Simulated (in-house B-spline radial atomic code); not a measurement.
Settings and results of a run for Sr⁷⁺. Computed with a radial B-spline atomic code at the basis-set limit: scalar-relativistic (X2C) CAM-B3LYP, spin-polarised, spherical fractional occupations, exact exchange averaged over the configuration, Fermi nucleus of rms radius 4.224 fm.

Command:
```bash
python run_scf.py task.json out
```
Settings (nuclear radius in fm, mass in u):
```
Z                38
configuration    [Ar] 3d10 4s2 4p1
hamiltonian      x2c
method           camb3lyp
spin_polarised   True
nucleus          fermi
rms_radius       4.224
atomic_mass      87.90561
speed_of_light   137.035999084
exact_exchange   averaged over the configuration
```

Output (hartree, bohr):
```
 radial grid: 66 intervals, B-splines of order 8, outer radius 13.5065 bohr

 iter        energy (Eh)    residual
    1       -3152.222836    8.63e-01
    2       -3160.492888    6.84e-01
    3       -3165.242126    1.47e-01
    4       -3165.472145    2.71e-02
    5       -3165.477736    1.70e-02
    6       -3165.480981    7.32e-04
    7       -3165.480983    7.80e-05
    8       -3165.480983    5.78e-06
    9       -3165.480983    8.95e-08

 total energy                     -3165.48098
 kinetic                            3260.9896
 electron-nucleus                  -7516.3419
 Hartree                            1192.5803
 exact exchange                      -21.6612
 exchange-correlation                -81.0479

 orbital      occ     eigenvalue          <r>       <r^2>       <1/r>       r_max
 1s up      1.000      -591.1813    0.0387054  0.00203039     40.0647     0.02501
 1s down    1.000      -591.1743    0.0387051  0.00203036      40.065     0.02501
 2s up      1.000       -84.0684     0.172007   0.0349464     8.89767       0.145
 2s down    1.000       -84.0643     0.172003   0.0349444     8.89767       0.145
 2p up      3.000       -75.1508     0.150147   0.0275865     8.51954      0.1158
 2p down    3.000       -75.1437     0.150152   0.0275877     8.51923      0.1158
 3s up      1.000       -16.5771      0.49003    0.275568     2.96413      0.4351
 3s down    1.000       -16.5672     0.489934    0.275402     2.96407      0.4352
 3p up      3.000       -13.6723     0.496014     0.28699     2.78063        0.43
 3p down    3.000       -13.6603     0.495861    0.286722     2.78079      0.4301
 3d up      5.000        -8.8712     0.492235    0.293712     2.52742      0.3752
 3d down    5.000        -8.8608     0.491542    0.292655     2.52947      0.3752
 4s up      1.000        -5.0739      1.22594     1.68747     1.11041       1.128
 4s down    1.000        -4.9904      1.22565     1.68836     1.11232       1.125
 4p up      1.000        -4.2799      1.32515     1.98099     1.01076       1.212
```

Run time, properties included: 1.7 s on 1 thread of Arm Neoverse N1 (shared host).

One-electron X2C: radii and densities carry no picture-change correction, so inner-shell <1/r> comes out high (for 1s by about 2 % at Z = 33, 5 % at 54, 10 % at 75, 30 % at 118) and <r> low.
